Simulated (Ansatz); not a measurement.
## Energy profile

The step: Si₂H₃Cl₃ ([SiH3][Si]([Cl])([Cl])[Cl]) + NH₃ → SiNH₂Cl₃ ([NH2][Si]([Cl])([Cl])[Cl]) + SiH₄; bonds formed: Si1–N7, Si2–H6; bonds broken: Si1–Si2, H6–N7 (atoms numbered as in the saddle structure below).

| atom | x (Å) | y (Å) | z (Å) |
| --- | --- | --- | --- |
| Si1 | -0.9074 | 0.5996 | -0.5966 |
| Si2 | 0.4075 | -1.1015 | 1.4161 |
| Cl3 | -1.7018 | 1.8073 | -2.1007 |
| Cl4 | -1.8821 | -1.1436 | -1.0014 |
| Cl5 | -1.3060 | 1.7538 | 1.0328 |
| H6 | 0.9792 | 0.0277 | -0.0958 |
| N7 | 0.8434 | 0.6814 | -1.1128 |
| H8 | 1.3334 | -0.6038 | 2.4886 |
| H9 | -0.9109 | -1.2971 | 2.0892 |
| H10 | 0.8856 | -2.4754 | 1.0517 |
| H11 | 1.0387 | 0.1306 | -1.9462 |
| H12 | 1.2205 | 1.6210 | -1.2250 |

Electronic energies by CCSD(T) at an estimated basis limit (MP2 extrapolated from triple and quadruple zeta, plus CCSD(T) − MP2 in triple zeta), on PBE0-D4/def2-TZVP structures; Si2NH6Cl3, closed shell; no counterpoise correction. Ansatz 0.2.0; basis: def2-TZVPP and def2-QZVPP; cores frozen in the correlated methods. Extrapolation: Hartree–Fock as exp(−7.88 √X), correlation as X^−2.97.

(1) Give the profile in kJ/mol, counted from the separated reactants. (Judge from chemistry; the value comes from the calculation.)

The T1 diagnostic stays at or below 0.012. The start structure is not quite a true minimum (one mode of 28i cm⁻¹).

Answers

(1) The calculation gives:
```json
{"point": "separated: Si2H3Cl3 (linked as [SiH3][Si]([Cl])([Cl])[Cl]; Si1, Si2, Cl3, Cl4, Cl5, H8, H9, H10; singlet) + NH3 (H6, N7, H11, H12; singlet)", "kJ/mol": "0.0"}
{"point": "start structure", "kJ/mol": "-21.9"}
{"point": "saddle", "kJ/mol": "190.1"}
{"point": "end structure", "kJ/mol": "-70.4"}
{"point": "separated: SiNH2Cl3 (linked as [NH2][Si]([Cl])([Cl])[Cl]; Si1, Cl3, Cl4, Cl5, N7, H11, H12; singlet) + SiH4 (Si2, H6, H8, H9, H10; singlet)", "kJ/mol": "-63.7"}
```

For scale, one of the runs: CCSD(T)/def2-TZVPP, 325 basis functions, launched by `ansatz run in.yaml --threads 4 --pin off --events-out ev --progress --plain --max-ram 66560MiB --backend cuda --devices 0, --max-vram 37GiB`. Hardware: 4 CPU threads of an AMD EPYC 7R13 and a share of one NVIDIA H100, shared host. Wall time 11 s; peak host memory 0.82 GiB.
